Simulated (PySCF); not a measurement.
## Vibration and rotation of ZnO

UHF-CCSD(T) constants of ZnO, ³Π (triplet), unpaired electrons σ ↑, π ↑ (Zn def2-SVP, O def2-SVP; no relativity (PySCF 2.14); masses 63.9291 and 15.9949 u):

- ωe: 545.2 cm⁻¹
- ωexe: 5.03 cm⁻¹
- Be: 0.37279 cm⁻¹
- αe: 0.00376 cm⁻¹
- D (centrifugal): 6.97e-07 cm⁻¹
- De to Zn + O: 0.92 eV

Give the vibrational terms G(v) and spacings up to v = 6.

G(v) = ωe(v+½) − ωexe(v+½)².

| v | G(v) (cm⁻¹) | G(v) − G(v−1) | Bv (cm⁻¹) |
| --- | --- | --- | --- |
| 0 | 271 |  | 0.3709 |
| 1 | 806 | 535 | 0.3672 |
| 2 | 1332 | 525 | 0.3634 |
| 3 | 1847 | 515 | 0.3596 |
| 4 | 2352 | 505 | 0.3559 |
| 5 | 2846 | 495 | 0.3521 |
| 6 | 3331 | 485 | 0.3483 |

How well does the Morse estimate ωe²/(4ωexe) reproduce De, and what is D0?

It gives 1.83 eV, 199 % of the computed De. D0 = De − G(0) = 0.92 − 0.03 = 0.89 eV.

Correlated steps freeze 6 core orbitals. Correlated levels converge slowly with the basis: in double zeta they bind strong bonds too weakly, by up to about 1 eV, and carry superposition errors of some tenths. The state was picked by a PBE0 search and need not be the measured ground state.
